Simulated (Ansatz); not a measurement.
CH3Li, charge -1, quartet, geometry from GFN2-xTB of the parent state (such geometries of metal compounds can be far from the true shape) (a state made from the parent by changing its charge; the spin is typed, not shown lowest) (a gas-phase anion, which may not be bound at this level); PBE0/cc-pVDZ (Ansatz, a first-principles code).

Ansatz was given this input:
Ansatz 0.2 input:
```yaml
crystal:
  periodic: [false, false, false]
  atoms:
    - {symbol: Li, position_ang: [-1.20662055, -0.71723209, -1.05828569]}
    - {symbol: C, position_ang: [0.29200003, 0.17356889, 0.25610326]}
    - {symbol: H, position_ang: [0.88001435, -0.55142896, 0.87715171]}
    - {symbol: H, position_ang: [-0.10349501, 0.89346180, 1.01926889]}
    - {symbol: H, position_ang: [1.09134210, 0.76825007, -0.25818308]}
basis:
  gaussian:
    orbitals: cc-pVDZ
hamiltonian:
  xc: pbe0
total_charge: -1
magnetization: {spin_polarized: true, initial_magnetization: 3}
```

Output, abridged:

```
Functional definition: PBE0
488 factors; their error is unknown
mean field evaluation 1: about -1283.5990 eV, gradient 8.3e0 eV
mean field evaluation 2: about -1284.1097 eV, gradient 7.2e0 eV
mean field evaluation 4: about -1284.3981 eV, gradient 2.7e-1 eV
mean field evaluation 8: about -1284.3882 eV, gradient 3.8e-3 eV
mean field evaluation 16: about -1284.3882 eV, gradient 6.4e-6 eV
mean field evaluation 32: about -1284.3881 eV, gradient 5.4e-3 eV
mean field evaluation 64: about -1284.3608 eV, gradient 1.7e0 eV
mean field -1284.38824586 eV, -47.2003974456 hartree, gradient 6.6e-6 eV, S^2 3.752850; 6 other end points of the search recorded, 0 dependent functions left out
reference -1284.38828141 eV, -47.2003987523 hartree; 8, 5 occupied and 35, 38 virtual orbitals, 488 factors
Total energy: -1284.38828141 eV, -47.2003987523 hartree
```
